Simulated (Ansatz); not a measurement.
Sn₉AsH₁₆⁺, a doped cluster cut from the lattice of tin (As on a surface site). Charge 1, multiplicity 1. Geometry r2SCAN-D4/def2-SVP, basis def2-TZVP, Ansatz.

```
run  HOMO (eV)  LUMO (eV)
  A      -9.49      -5.50
  B      -9.21      -5.58
  C      -9.27      -5.68
  D     -10.10      -4.97
  E      -9.41      -5.93
  F     -10.25      -4.88
```

In the def2 sets Sn takes a core potential; there is no spin–orbit coupling. Single mean-field runs in def2-TZVP are fitted with def2-universal-jkfit.

The runs used LDA (SPW92), PBE, PBE0, r2SCAN, r2SCAN0, revPBE. Estimate which is which.

A r2SCAN (0 % exact exchange); B revPBE (0 % exact exchange); C PBE (0 % exact exchange); D PBE0 (25 % exact exchange); E LDA (SPW92) (0 % exact exchange); F r2SCAN0 (25 % exact exchange). Exact exchange lowers occupied and raises empty levels; among semilocal functionals meta-GGAs tend to open the gap a little, and such runs are hard to tell apart. The gap grows from 3.49 eV (LDA (SPW92)) to 5.37 eV (r2SCAN0).
